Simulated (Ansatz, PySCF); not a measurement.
Ga(F)(Br)(OH) (BrFGaHO), SMILES [OH][Ga]([F])[Br].

The structure is a stationary point at PBE0-D3(BJ)/def2-SVP. The structure was generated by enumeration; whether it is a known compound was not checked. The values are those of a single conformer.

Vertical ionisation energy (IE) and electron affinity (EA) in eV. Rows of orbital energies are one-electron estimates. Where ΔSCF, EOM or ADC give a negative EA the extra electron is unbound and the value depends on the basis.

```csv
level,IE,EA
"−ε(HOMO), −ε(LUMO), r2SCAN/def2-TZVPD (PySCF)",8.09,2.48
"−ε(HOMO), −ε(LUMO), PBE/def2-TZVPD (PySCF)",7.76,2.83
"ΔSCF, PBE0/def2-SVPD (Ansatz), final states of multiplicity 2 and 2",11.55,0.36
"ΔSCF, PBE/def2-SVPD (Ansatz), final states of multiplicity 2 and 2",11.09,0.52
```

What vertical singlet–triplet gap does ΔSCF give with PBE0/def2-SVPD (Ansatz, a quantum-chemistry and plane-wave program) and with PBE/def2-SVPD (Ansatz)? (Estimate from the structure and the level; the computed values follow.)

5.68 and 5.11 eV (triplet above singlet where positive).
